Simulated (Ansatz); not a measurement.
Consider the redistribution: `B[SiH](F)Cl` + `B[SiH2]N[SiH3]` → `B[SiH](B)F` + `[SiH3]N[SiH2]Cl`.

Calculated with Ansatz (gas phase, PBE0-D4/def2-TZVP geometries, no zero-point term in ΔE). CCSD(T)/CBS is the MP2 limit (def2-TZVPP, def2-QZVPP) plus CCSD(T) − MP2 in def2-TZVPP, frozen cores. Functionals use def2-TZVPP. B3LYP here is the variant with VWN-RPA as its local correlation; programs differ in this. HSE06 is defined as in plane-wave codes. One conformer a species, not always the lowest.

`B[SiH](F)Cl`:

```xyz
7

B    -0.075    1.124    0.480
Si    0.242   -0.720   -0.222
F     0.174   -1.855    0.898
Cl   -1.383   -0.935   -1.468
H     0.296    2.071   -0.145
H    -0.715    1.303    1.471
H     1.462   -0.988   -1.015
```

`B[SiH2]N[SiH3]`:

```xyz
12

B     2.349    1.026    0.385
Si    0.432    0.563    0.734
N    -0.205   -0.593   -0.389
Si   -1.855   -0.921   -0.770
H     2.844    1.966    0.934
H     3.061    0.370   -0.322
H     0.411    0.077    2.155
H    -0.456    1.758    0.701
H     0.474   -1.237   -0.770
H    -2.409   -2.098   -0.042
H    -2.003   -1.190   -2.226
H    -2.643    0.279   -0.389
```

`B[SiH](B)F`:

Cartesian coordinates in Å:
```
B -1.131 0.957 -0.796
Si 0.510 -0.149 -0.510
B 0.509 -0.835 1.369
F 0.688 -1.314 -1.609
H -1.971 0.691 -1.603
H -1.291 1.923 -0.109
H 1.690 0.762 -0.650
H 0.490 -1.997 1.645
H 0.506 -0.040 2.262
```

`[SiH3]N[SiH2]Cl`:

Z-matrix (Å, degrees):
```
Si
N 1 1.734
H 1 1.484 2 106.6
H 1 1.487 2 112.3 3 120.0
H 1 1.487 2 110.5 3 -119.6
Si 2 1.708 1 127.5 3 -13.2
H 2 1.011 1 116.1 3 179.3
Cl 6 2.065 2 113.2 1 -84.2
H 6 1.479 2 109.4 1 157.8
H 6 1.477 2 108.8 1 33.9
```

| level | ΔE (kcal/mol) | difference from CCSD(T)/CBS |
| --- | --- | --- |
| r2SCAN-D4 | -3.7 | -0.7 |
| r2SCANh-D4 | -3.5 | -0.5 |
| HSE06-D4 | -3.4 | -0.4 |
| BHLYP-D4 | -2.8 | 0.2 |
| PBE0 | -3.3 | -0.3 |
| B3LYP | -3.2 | -0.2 |
| BHLYP | -2.8 | 0.2 |
| CAM-B3LYP | -2.9 | 0.1 |
| CCSD/def2-SVP | -2.7 | 0.3 |
| MP2/CBS(def2) | -2.9 | 0.1 |
| CCSD(T)/CBS | -3.0 | 0 |

Largest T1 diagnostic among the species: 0.013.

Leaving LDA and LC-ωPBE aside and taking each functional with its dispersion term where it has one, the values, not all of them listed here, spread over 1.1 kcal/mol, from PBE-D4 to ωB97X-V. From BLYP to BHLYP (50 % exact exchange), in def2-TZVPP and without D4, ΔE moves by +0.7 kcal/mol.
